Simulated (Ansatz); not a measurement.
`OC[O][AlH][InH2]`, charge 0, multiplicity 1.

**Question.** Give a relaxed structure at PBE0-D4/def2-TZVP (the Gaussian-basis code of Ansatz). (An estimate is asked.)

**Answer.** Computed: 
```xyz
11

O    -0.838   -0.510    0.520
C     0.155   -1.505    0.183
O     1.212   -0.919   -0.424
Al    1.526    0.727   -0.858
In   -0.658    1.913   -0.013
H    -1.597   -0.928    0.936
H    -0.318   -2.240   -0.484
H     0.465   -1.998    1.114
H     2.940    0.878   -1.564
H    -2.071    2.051   -1.012
H    -0.816    2.530    1.601
```
Point group Cs.
This is one stationary point; other conformers may exist.
